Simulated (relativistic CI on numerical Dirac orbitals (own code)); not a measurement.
Mo³⁺ (4d3) in a crystal field

Calculated by Dirac-Coulomb-Breit CI, KLI orbitals optimised for each configuration, model QED (radiative potential, 1s self-energy scaled to tabulated hydrogen-like ionisation energies), valence Slater integrals scaled by 0.7, one configuration in a parametric crystal field (own radial code).

Field parameters in Wybourne normalisation: D3d B²₀ = −7Dσ, B⁴₀ = −14Dq − 21Dτ, B⁴₃ = −14√(10/7) Dq; Td as Oh with Dq negative (B⁴₀ = 21Dq, B⁴₄ = √(5/14) B⁴₀). The field is a parameter set, without covalency.

S and J are read from ⟨S²⟩ = S(S + 1) and ⟨J²⟩ = J(J + 1) of each level; they are not fictitious spins.

Td, 10Dq = -8200 cm⁻¹, the lowest 10 levels:

```
E (cm⁻¹)  Degeneracy  Irrep     S     J
     0.0           4     Γ8  1.45  2.66
     349           2     Γ7  1.50  2.82
    1111           4     Γ8  1.49  3.63
    1674           2     Γ6  1.50  4.16
    3832           4     Γ8  0.60  3.89
    7706           4     Γ8  1.43  3.34
    7772           2     Γ7  1.46  3.23
    8270           2     Γ6  1.44  3.77
    8439           4     Γ8  1.47  3.90
   10421           2     Γ6  0.60  4.51
```

D3d, 10Dq = 17800, Dσ = 890, Dτ = -60 cm⁻¹, the lowest 10 levels:

| E (cm⁻¹) | Degeneracy | Irrep | S | J |
| --- | --- | --- | --- | --- |
| 0.0 | 2 | Γ5+Γ6 | 1.50 | 3.38 |
| 17.5 | 2 | Γ4 | 1.50 | 3.39 |
| 10457 | 2 | Γ5+Γ6 | 0.52 | 3.91 |
| 10830 | 2 | Γ4 | 0.52 | 3.93 |
| 11283 | 2 | Γ4 | 0.51 | 4.20 |
| 11624 | 2 | Γ5+Γ6 | 0.52 | 3.93 |
| 11780 | 2 | Γ4 | 0.51 | 3.64 |
| 16832 | 2 | Γ4 | 1.14 | 3.41 |
| 16918 | 2 | Γ5+Γ6 | 1.30 | 3.48 |
| 17170 | 2 | Γ4 | 1.20 | 3.36 |

Principal g values of the ground doublet: 0.00, 0.00, 5.59.

Td, 10Dq = -13200 cm⁻¹, the lowest 10 levels:

```tsv
E (cm⁻¹)	Degeneracy	Irrep	S	J
0.0	4	Γ8	0.74	3.73
2122	2	Γ7	1.50	2.83
2450	4	Γ8	1.39	3.00
2928	4	Γ8	1.47	3.60
3382	2	Γ6	1.50	4.11
11819	2	Γ6	0.54	4.61
12087	4	Γ8	0.61	4.13
12204	2	Γ7	0.62	3.56
12486	4	Γ8	0.69	4.18
14661	2	Γ7	1.43	3.25
```

The free-ion ground term has S = 3/2. The field overcomes the spin-pairing energy for Td, 10Dq = -13200 cm⁻¹, where the ground state has lower spin; these fields are assumed values.

Levels of this model without a field, named by their leading LS term (the scale mimics covalency, so terms lie below those of the real free ion): 4F_3/2 0, 4F_5/2 723, 4F_7/2 1627, 4F_9/2 2645, 4P_1/2 9341, 4P_3/2 9358, 2G_7/2 10233, 4P_5/2 10503 cm⁻¹.
